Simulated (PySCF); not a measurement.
AlH6O2Si2, charge +1.

```xyz
11

Al     0.0000     0.0000     0.0000
O      0.0000     0.0000     1.6198
Si     0.0000     0.0000     3.3402
H      0.9973     1.0198     3.7467
H      0.3845    -1.3736     3.7467
H     -1.3818     0.3538     3.7467
O      0.0000     0.0000    -1.6198
Si     0.0000     0.0000    -3.3402
H      0.9973    -1.0198    -3.7467
H      0.3845     1.3736    -3.7467
H     -1.3818    -0.3538    -3.7467
```
Charge +1, spin multiplicity 1.

Geometry optimised at PBE0-D3(BJ)/def2-SVP. The spin state was assumed, not searched. The isomer is the one that the SMILES or the coordinates give; other isomers of the formula were not compared. One conformer was computed; it need not be the lowest.

Computed with PBE/pcSseg-1 in PySCF. Non-relativistic, no solvent.

Give the absolute GIAO shielding of each atom: isotropic value and principal components (ppm). (An estimate is asked for; the answer gives what the named calculation found.)


| atom | σ(iso) | σ11 | σ22 | σ33 | span |
|---|---|---|---|---|---|
| Al1 | 485.1 | 339.7 | 339.7 | 776.0 | 436.3 |
| O2 | 328.9 | 305.6 | 305.6 | 375.7 | 70.1 |
| Si3 | 325.3 | 276.0 | 276.0 | 423.7 | 147.7 |
| H4 | 25.5 | 22.2 | 24.2 | 30.0 | 7.8 |
| H5 | 25.5 | 22.2 | 24.2 | 30.0 | 7.8 |
| H6 | 25.5 | 22.2 | 24.2 | 30.0 | 7.8 |
| O7 | 328.9 | 305.6 | 305.6 | 375.7 | 70.1 |
| Si8 | 325.3 | 276.0 | 276.0 | 423.7 | 147.7 |
| H9 | 25.5 | 22.2 | 24.2 | 30.0 | 7.8 |
| H10 | 25.5 | 22.2 | 24.2 | 30.0 | 7.8 |
| H11 | 25.5 | 22.2 | 24.2 | 30.0 | 7.8 |
